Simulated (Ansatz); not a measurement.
Geometry optimisation, RKS B3LYP-D4/def2-SVP (Ansatz 0.2.0).

Input:

```yaml
crystal:
  periodic: [false, false, false]
  atoms:
    - { symbol: Ge, position_ang: [0.0, 0.0, 0.0] }
    - { symbol: Cl, position_ang: [0.0, 0.0, 2.57] }
    - { symbol: H, position_ang: [1.4616, 0.0, -0.5162] }
    - { symbol: H, position_ang: [-0.73, 1.2648, -0.5162] }
    - { symbol: F, position_ang: [-0.7913, -1.3709, -0.5594] }
    - { symbol: O, position_ang: [-1.9644, 0.0, 0.6527] }
    - { symbol: Al, position_ang: [-3.2781, -0.9643, -0.0632] }
    - { symbol: H, position_ang: [-3.009, -2.4314, -0.5204] }
    - { symbol: H, position_ang: [-4.6987, -0.3425, -0.2335] }
    - { symbol: H, position_ang: [-1.4056, 0.0, 1.8227] }
basis:
  gaussian: { orbitals: def2-SVP }
hamiltonian:
  xc: b3lyp
  dispersion: d4
relax:
  f_tol: 0.15
  max_steps: 25
  restrain:
    - { distance: [0, 5], at: 1.77, k: 30.0 }
    - { distance: [9, 1], at: 1.37, k: 30.0 }
    - { distance: [0, 1], at: 3.42, k: 30.0 }
    - { distance: [9, 5], at: 2.21, k: 30.0 }
```

Launched with:

```bash
$ ansatz run input.yaml --threads 4 --pin off --max-ram 5120MiB --backend cpu --events-out ev --progress --plain --runs-dir out
```

Problem. Where does it end, and by what steps?

Solution. It converged. The restraints hold the end off the free minimum. After 17 steps the energy has fallen by 2.574 eV (the restraints' own energy left out); F5 moved furthest, 1.70 Å.

```tsv
step	energy less start (eV)	largest force component (eV/Å)	accepted
0	0.0000	3.942	yes
1	0.5411	3.297	yes
2	0.5108	3.091	yes
3	-0.3861	1.788	yes
4	-1.1387	1.123	yes
5	-1.6399	1.059	yes
6	-2.0339	1.016	yes
7	-2.2503	1.066	yes
8	-2.3656	1.060	yes
9	-2.4263	1.038	yes
10	-2.4618	1.237	yes
11	-2.5103	1.193	yes
12	-2.5511	0.947	yes
13	-2.5482	1.123	yes
14	-2.5693	0.908	yes
15	-2.5714	0.835	no
16	-2.5736	0.884	yes
17	-2.5744	0.908	yes
```

```xyz
10
Properties=species:S:1:pos:R:3
Ge -0.280 -0.112 -0.393
Cl -0.127 0.857 2.886
H 0.749 -1.100 0.164
H 0.076 1.376 -0.414
F -0.585 -0.582 -2.056
O -1.869 -0.333 0.358
Al -3.291 -1.241 -0.006
H -3.140 -2.696 -0.614
H -4.665 -0.579 0.427
H -1.282 0.567 2.282
```

Run time: 50 s on 4 threads of Arm Neoverse V1, on a shared host, peak memory 0.33 GiB.
